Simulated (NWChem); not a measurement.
The numbers come from NWChem runs, not from measurements. System: H₇GeNSi, charge 0, spin multiplicity 1, at a geometry optimised with PBE/def2-SVP. The structure started from a generated list of species. Level: MP2/def2-TZVP, 15 core orbitals frozen.

Input file:

```
start mol
memory heap 200 mb stack 800 mb global 1000 mb
geometry units angstroms nocenter noautoz
  Si    -0.650667     1.162062     0.000000
  N      0.597711     2.395540     0.000000
  Ge     0.140071    -1.116435     0.000000
  H     -1.494446     1.369023    -1.230235
  H     -1.494446     1.369023     1.230235
  H      1.190465     2.455447    -0.833797
  H      1.190465     2.455447     0.833797
  H      1.027944    -1.394995    -1.248217
  H     -1.004825    -2.170671     0.000000
  H      1.027944    -1.394995     1.248217
  symmetry group Cs
end
basis spherical
  * library def2-tzvp
end
scf
  rhf
  nopen 0
  maxiter 100
  thresh 1e-7
  semidirect memsize 60000000 filesize 0
end
mp2
  freeze core 15
end
task mp2 energy
```

Output (cleaned and shortened):

```
             Northwest Computational Chemistry Package (NWChem) 7.3.0
             --------------------------------------------------------

                                NWChem Input Module
                                -------------------

 Scaling coordinates for geometry "geometry" by  1.889725989
 (inverse scale =  0.529177249)

 Turning off AUTOSYM since
 SYMMETRY directive was detected!

                             Geometry "geometry" -> ""
                             -------------------------

 Output coordinates in angstroms (scale by  1.889725989 to convert to a.u.)

  No.       Tag          Charge          X              Y              Z
 ---- ---------------- ---------- -------------- -------------- --------------
    1 Si                  14.0000    -0.65066700     1.16206200     0.00000000
    2 N                    7.0000     0.59771100     2.39554000     0.00000000
    3 Ge                  32.0000     0.14007100    -1.11643500     0.00000000
    4 H                    1.0000    -1.49444600     1.36902300    -1.23023500
    5 H                    1.0000    -1.49444600     1.36902300     1.23023500
    6 H                    1.0000     1.19046500     2.45544700    -0.83379700
    7 H                    1.0000     1.19046500     2.45544700     0.83379700
    8 H                    1.0000     1.02794400    -1.39499500    -1.24821700
    9 H                    1.0000    -1.00482500    -2.17067100     0.00000000
   10 H                    1.0000     1.02794400    -1.39499500     1.24821700

 Effective nuclear repulsion energy (a.u.)     252.0494484413

            Nuclear Dipole moment (a.u.)
            ----------------------------
        X                 Y               Z
 ---------------- ---------------- ----------------
     0.0000226767     0.0000132281     0.0000000000

      Symmetry information
      --------------------

 Group name             Cs
 Group number              2
 Group order               2
 No. of unique centers     7

      Symmetry unique atoms

     1    2    3    4    6    8    9


 Summary of "ao basis" -> "" (spherical)
 ------------------------------------------------------------------------------
       Tag                 Description            Shells   Functions and Types
 ---------------- ------------------------------  ------  ---------------------
 *                         def2-tzvp                  on all atoms

 Summary of "ao basis" -> "ao basis" (spherical)
 ------------------------------------------------------------------------------
       Tag                 Description            Shells   Functions and Types
 ---------------- ------------------------------  ------  ---------------------
 Si                        def2-tzvp                13       37   5s5p2d1f
 N                         def2-tzvp                11       31   5s3p2d1f
 Ge                        def2-tzvp                16       48   6s5p4d1f
 H                         def2-tzvp                 4        6   3s1p

                                 NWChem SCF Module
                                 -----------------

  ao basis        = "ao basis"
  functions       =   158
  atoms           =    10
  closed shells   =    30
  open shells     =     0
  charge          =   0.00
  wavefunction    = RHF
  use symmetry    = T
  symmetry adapt  = T

 Summary of "ao basis" -> "ao basis" (spherical)
 ------------------------------------------------------------------------------
       Tag                 Description            Shells   Functions and Types
[...]
              MO Center= -9.6D-02, -1.0D-01,  1.1D-12, r^2= 9.1D+00
   Bfn.  Coefficient  Atom+Function         Bfn.  Coefficient  Atom+Function
  ----- ------------  ---------------      ----- ------------  ---------------
    74      2.742088   3 Ge s                19      1.409794   1 Si py
     5     -1.054082   1 Si s               143     -0.850841   8 H  s
   155     -0.850841  10 H  s                88      0.837626   3 Ge py
    18     -0.746448   1 Si px               42      0.464493   2 N  s
   131     -0.327438   6 H  s               137     -0.327438   7 H  s

 Vector   33  Occ=0.000000D+00  E= 1.410965D-01  Symmetry=a"
              MO Center= -1.1D-01, -2.0D-01, -2.5D-12, r^2= 5.2D+00
   Bfn.  Coefficient  Atom+Function         Bfn.  Coefficient  Atom+Function
  ----- ------------  ---------------      ----- ------------  ---------------
    20      1.059731   1 Si pz               89      0.919339   3 Ge pz
   143      0.808772   8 H  s               155     -0.808772  10 H  s
   119      0.788262   4 H  s               125     -0.788262   5 H  s
    51     -0.253324   2 N  pz

 center of mass
 --------------
 x =   0.01486196 y =  -0.21153700 z =   0.00000000

 moments of inertia (a.u.)
 ------------------
         860.375073763896          40.993549522572           0.000000000000
          40.993549522572         129.944376737441           0.000000000000
           0.000000000000           0.000000000000         936.093324275796

  Mulliken analysis of the total density
  --------------------------------------

    Atom       Charge   Shell Charges
 -----------   ------   -------------------------------------------------------
    1 Si  14    13.63   2.00  0.58  1.39  0.78  0.41  4.12  1.73  0.51  1.37  0.30  0.16  0.22  0.04
    2 N    7     7.74   0.82  1.16  0.51  0.84  0.19  1.49  1.81  0.89  0.00  0.02  0.00
    3 Ge  32    31.96   2.00  2.00  1.16  0.80  0.76  0.59  5.98  4.44  1.56  1.46  1.01  8.91  1.10  0.05  0.12  0.02
    4 H    1     1.05   0.24  0.56  0.24  0.01
    5 H    1     1.05   0.24  0.56  0.24  0.01
    6 H    1     0.75   0.25  0.41  0.05  0.04
    7 H    1     0.75   0.25  0.41  0.05  0.04
    8 H    1     1.03   0.23  0.57  0.23  0.01
    9 H    1     1.02   0.22  0.57  0.22  0.01
   10 H    1     1.03   0.23  0.57  0.23  0.01

       Multipole analysis of the density wrt the origin
       ------------------------------------------------

     L   x y z        total         open         nuclear
     -   - - -        -----         ----         -------
     0   0 0 0     -0.000000      0.000000     60.000000

     1   1 0 0      0.414200      0.000000      0.000023
     1   0 1 0      0.150754      0.000000      0.000013
     1   0 0 1     -0.000000      0.000000      0.000000

     2   2 0 0    -30.074207      0.000000     69.564167
     2   1 1 0      2.889224      0.000000    -16.067361
     2   1 0 1      0.000000      0.000000      0.000000
     2   0 2 0    -34.475727      0.000000    440.569727
     2   0 1 1     -0.000000      0.000000      0.000000
     2   0 0 2    -30.146758      0.000000     26.902551

                   NWChem MP2 Semi-direct Energy/Gradient Module
                   ---------------------------------------------

  Basis functions       =    158
  Molecular orbitals    =    158
  Frozen core           =     15
  Frozen virtuals       =      0
  Active alpha occupied =     15
  Active beta occupied  =     15
  Active alpha virtual  =    128
  Active beta virtual   =    128
  Use MO symmetry       = T
  Use skeleton AO sym   = T

  AO/Fock/Back tols     =   1.0D-09  1.0D-09  1.0D-09

 GA uses MA = F    GA memory limited = T

 Available:
  local mem=  1.15D+08
 global mem=  1.31D+08
 local disk=  0.00D+00
  mp2_memr nvloc                   128
  nvloc new                   128
   1 passes of  15:        5242880                     146888                  75708762.
   1 passes of  15: M    114666702           G      131022072           F     109423822.

 Semi-direct pass number   1 of   1  for RHF alpha+beta  at       11.5s
  vrange nnbf                 11591
  mp2_eaftype                   288  avail_ma_in_mb                   999
 EAF : mp2_eaftype filesize         288   37854381.
  mp2_eaf for mointskh                    288
Node 0 wrote    178.0 Mb in      0.1 s     Agg I/O rate:  1957.9 Mb/s
 Done moints_semi at       31.1s
  mp2_eaftype                   288  avail_ma_in_mb                   711
 EAF : mp2_eaftype filesize         288   37854381.
  mp2_eaf for kh                   288
 Done maket at       31.9s
 Done multipass loop at       31.9s

          -------------------------------------------
          SCF energy               -2422.876147202421
          Correlation energy          -0.588410883700
          Singlet pairs               -0.377791381688
          Triplet pairs               -0.210619502011
          Total MP2 energy         -2423.464558086120
          -------------------------------------------

          ---------------------------------------------------
                    Spin Component Scaled (SCS) MP2
          Same spin pairs                     -0.140413001341
          Same spin scaling factor             0.333333333333
          Opposite spin pairs                 -0.447997882359
          Opposite spin scaling fact.          1.200000000000
          SCS-MP2 correlation energy          -0.584401792611
          Total SCS-MP2 energy             -2423.460548995031
          ---------------------------------------------------

 -----------------------
 Performance information
 -----------------------

 Timer overhead =  1.90D-07 seconds/call

               Nr. of calls         CPU time (s)                 Wall time (s)                GFlops
             ---------------    -------------------     ------------------------------   -------------------
Name         Min   Avg   Max    Min     Avg     Max     Min     Avg     Max   Mx/calls   Min     Max     Sum
mp2: moin     1     1     1    20.     20.     20.      20.     20.     20.     20.      0.0     0.0     0.0
mp2: make     1     1     1   0.79    0.79    0.79     0.79    0.79    0.79    0.79      0.0     0.0     0.0
mp2: tota     1     1     1    20.     20.     20.      20.     20.     20.     20.      0.0     0.0     0.0

 The average no. of pstat calls per process was 3.00D+00
 with a timing overhead of 5.69D-07s

 Task  times  cpu:       31.8s     wall:       31.8s

 Total times  cpu:       31.9s     wall:       31.9s
```
